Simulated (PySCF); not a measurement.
# One molecule, several mistakes: GeH4NOSi cation

Calculated results; nothing here was measured. They come from PySCF 2.14.0, an open-source quantum chemistry program, on an isolated molecule that a program drew, which may never have been made. The molecule is GeH4NOSi cation (charge +1, singlet), drawn as the SMILES string `O=[SiH][NH][GeH2+]`.

Each row is a Hartree-Fock (HF) and frozen-core CCSD(T) single point in the cc-pV(D+d)Z basis, meant for a local HF minimum. Run 1 is clean. Each other run has one planted mistake out of seven kinds, and not every kind appears here: one electron removed, one electron added, multiplicity raised by two, geometry at a saddle point, minimal basis STO-3G, one bond length entered in bohr, all coordinates scaled. The reference is restricted for singlets and unrestricted otherwise, and also for a bond in bohr. Adding or removing an electron swaps singlet and doublet. Electrons count all cores. HOMO and LUMO are orbital energies over both spins, the gradient is its largest component, and the lowest frequency (negative if imaginary) is given only where the gradient is small. Bond lengths are over the 7 bonds as drawn. T1 is the CCSD diagnostic: over 0.02 (restricted) or 0.045 (unrestricted) a single reference is doubtful. Germanium has the cc-pVDZ-PP basis, with a core potential (ECP10MDF) in place of its 10 inner electrons, and its 3s, 3p and 3d shells are frozen in CCSD(T).

Geometry of the clean run:
```xyz
8
GeH4NOSi cation, angstrom
O    -2.8000   -1.0189    0.7461
Si   -1.8559   -1.5835   -0.2588
N    -0.1805   -1.4319    0.1996
Ge    0.2370   -0.6658    1.7307
H    -1.9878   -2.2419   -1.5514
H     0.5712   -1.7681   -0.3843
H     1.7108   -0.5785    2.0382
H    -0.8711   -0.1627    2.6088
```

| run | electrons | basis functions | <S^2> | HOMO (eV) | LUMO (eV) | gradient (hartree/bohr) | lowest frequency (cm^-1) | mean bond (Å) | longest bond (Å) | T1 | HF (hartree) | CCSD(T) (hartree) | mistake |
|---|---|---|---|---|---|---|---|---|---|---|---|---|---|
| 1 | 64 | 94 | 0.000 | -16.43 | -5.11 | 2.8e-05 | 132 | 1.4958 | 1.762 | 0.0231 | -713.71688 | -714.28683 | no fault |
| 2 | 64 | 94 | 0.696 | -16.47 | -5.11 | 2.4e-02 | - | 1.6241 | 1.908 | 0.0623 | -713.56850 | -714.14543 | one bond length entered in bohr |
| 3 | 65 | 94 | 0.767 | -6.49 | 2.09 | 6.1e-02 | - | 1.4958 | 1.762 | 0.0205 | -713.92937 | -714.50997 | ? |
| 4 | 63 | 94 | 0.756 | -23.94 | -11.10 | 1.3e-01 | - | 1.4958 | 1.762 | 0.0194 | -713.22489 | -713.73250 | ? |

**Which mistake was planted in run 3, and what did it cost?**

It counts 65 electrons, one more than the clean run, at the same geometry and basis. So the mistake is: one electron added. Subtracting run 1 and multiplying by 627.51 kcal/mol a hartree, the energy moved by -133.3 kcal/mol in HF and -140.0 kcal/mol in CCSD(T).

**Which mistake was planted in run 4, and what did it cost?**

It counts 63 electrons, one fewer than the clean run, at the same geometry and basis. So the mistake is: one electron removed. Subtracting run 1 and multiplying by 627.51 kcal/mol a hartree, the energy moved by 308.7 kcal/mol in HF and 347.8 kcal/mol in CCSD(T).

Cautions from the logs. Run 1: T1 is over the limit, so its CCSD(T) energy is less reliable; run 2: T1 is over the limit, so its CCSD(T) energy is less reliable.
